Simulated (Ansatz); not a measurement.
CH$_{8}$FNOSi$_{2}$ (`C[SiH](F)N[SiH2]O`). Charge 0, multiplicity 1. The structure was optimised at the PBE0-D4/def2-TZVP level. It is one conformer, not always the lowest.

```xyz
14

C    -1.868   -0.140   -0.242
Si   -0.560   -1.208    0.511
F    -0.675   -1.082    2.109
N     0.991   -0.700   -0.016
Si    1.468    0.850   -0.602
O     1.027    2.067    0.413
H    -1.882   -0.246   -1.330
H    -1.695    0.913   -0.003
H    -2.852   -0.416    0.142
H    -0.723   -2.654    0.227
H     1.747   -1.356    0.122
H     2.941    0.772   -0.794
H     0.784    1.204   -1.865
H     1.298    1.996    1.330
```

(1) What is the dipole moment at PBE/def2-TZVPP? (An estimate is asked.)

(2) And with r2SCAN, B3LYP, ωB97M-V? (Estimate.)

(3) Give the Mulliken charges with PBE, B3LYP, r2SCAN in def2-TZVPP. (An estimate is asked.)

## Answers

(1) Ansatz gave: 1.01 D, with components (0.76, -0.61, -0.28) D in this frame, pointing from negative to positive charge.

(2) The calculation gave: r2SCAN 1.04 D, B3LYP 1.14 D, ωB97M-V 1.12 D.

(3) The calculation gave: 
```tsv
atom	PBE	B3LYP	r2SCAN
C1	-0.39	-0.41	-0.33
Si2	0.51	0.62	0.64
F3	-0.29	-0.34	-0.34
N4	-0.28	-0.34	-0.40
Si5	0.40	0.50	0.53
O6	-0.35	-0.39	-0.41
H7	0.11	0.11	0.09
H8	0.11	0.12	0.09
H9	0.11	0.11	0.08
H10	-0.11	-0.11	-0.11
H11	0.14	0.13	0.15
H12	-0.09	-0.10	-0.10
H13	-0.08	-0.09	-0.09
H14	0.19	0.19	0.20
```

B3LYP here is the variant with VWN-RPA as its local correlation; programs differ in this.
